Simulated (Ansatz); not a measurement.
```yaml
crystal:
  periodic: [false, false, false]
  atoms:
    - {symbol: O, position_ang: [0.132233, -0.074031, 0.138619]}
    - {symbol: Zr, position_ang: [-0.167767, -0.074031, 0.088619]}
    - {symbol: S, position_ang: [-0.487495, 1.322689, 2.061210]}
    - {symbol: S, position_ang: [-0.780274, -2.337349, 0.746406]}
    - {symbol: S, position_ang: [2.211863, 0.075636, -0.454256]}
    - {symbol: H, position_ang: [-1.828857, 0.870856, -1.995685]}
    - {symbol: H, position_ang: [-0.124311, 2.417976, 1.362421]}
    - {symbol: H, position_ang: [0.423747, -2.485920, 1.335166]}
    - {symbol: H, position_ang: [1.972282, -0.232359, -1.744250]}
basis:
  gaussian: {orbitals: def2-mTZVPP, final_grid: {core_spheres: 8, valence_spheres: 7, degree: 23}}
hamiltonian: {xc: {name: r2SCAN}}
output: {forces: true}
```

```sh
$ ansatz run in.yaml --threads 4 --pin off --events-out ev --progress --plain --max-ram 10444MiB
```

It prints (some lines left out):

```
Functional definition: r2SCAN
1448 factors; their error is unknown
mean field evaluation 1: about -33632.0642 eV, gradient 2.2e2 eV
mean field evaluation 2: about -33067.4309 eV, gradient 3.9e2 eV
mean field evaluation 4: about -33691.7956 eV, gradient 8.9e1 eV
mean field evaluation 8: about -33713.0464 eV, gradient 2.5e1 eV
mean field evaluation 16: about -33717.4771 eV, gradient 1.1e1 eV
mean field evaluation 32: about -33715.4250 eV, gradient 8.2e0 eV
a density is far from that of the atoms, so the factors are made again for it
1574 factors; integrals over basis functions are off by at most 1.1e-3 eV
mean field -33718.44943649 eV, -1239.1301616051 hartree, gradient 1.8e-5 eV, S^2 0.000000; 0 other end points of the search recorded, 0 dependent functions left out
reference -33718.44946454 eV, -1239.1301626359 hartree; 36, 36 occupied and 122, 122 virtual orbitals, 1574 factors
Total energy: -33718.44946454 eV, -1239.1301626359 hartree
Atom 0 at     0.132233    -0.074031     0.138619 Å, force 15069.643067    -4.256331  2520.314886 eV/Å
Atom 1 at    -0.167767    -0.074031     0.088619 Å, force -15071.695412     4.740673 -2520.065544 eV/Å
Atom 2 at    -0.487495     1.322689     2.061210 Å, force     0.808283    -0.493863    -0.797714 eV/Å
Atom 3 at    -0.780274    -2.337349     0.746406 Å, force     0.996522     0.485329    -0.051524 eV/Å
Atom 4 at     2.211863     0.075636    -0.454256 Å, force    -0.515905    -0.082930    -0.112532 eV/Å
Atom 5 at    -1.828857     0.870856    -1.995685 Å, force     0.531613    -0.416041     0.610097 eV/Å
Atom 6 at    -0.124311     2.417976     1.362421 Å, force     0.052668     0.217657     0.116274 eV/Å
Atom 7 at     0.423747    -2.485920     1.335166 Å, force     0.067762    -0.373300     0.144406 eV/Å
Atom 8 at     1.972282    -0.232359    -1.744250 Å, force     0.111403     0.178807    -0.158349 eV/Å
Dipole moment:     0.122142    -0.158248     0.010496 e Å
```

In this input one atom was put on top of another. The run converged. The result belongs to that input, not to the molecule as meant.
